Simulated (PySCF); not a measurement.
B(Cl)(OMe)(NH2) (CH5BClNO), SMILES COB(N)Cl.

Geometry optimised at B3LYP-D3(BJ)/def2-SVP. The structure was generated by enumeration, and PubChem lists no compound with its InChIKey, so it may never have been made. One conformer was computed; it need not be the lowest.

Computed with ωB97X/def2-TZVP run with PySCF.

Gas-phase values at a fixed geometry.

```json
{
 "total_energy": "-656.31491 hartree",
 "point_group": "Cs",
 "highest_occupied_level": "-10.57 eV",
 "lowest_empty_level": "2.60 eV",
 "orbital_gap": "13.17 eV",
 "dipole_moment": "3.79 D",
 "quadrupole, principal values (traceless, Buckingham form, about the centre of nuclear charge)": "-4.41, 1.50, 2.91 D·Å",
 "mean_static_polarisability": "48.8 bohr³ (7.24 Å³)",
 "polarisability_principal_values": "38.4, 48.7, 59.4 bohr³"
}
```
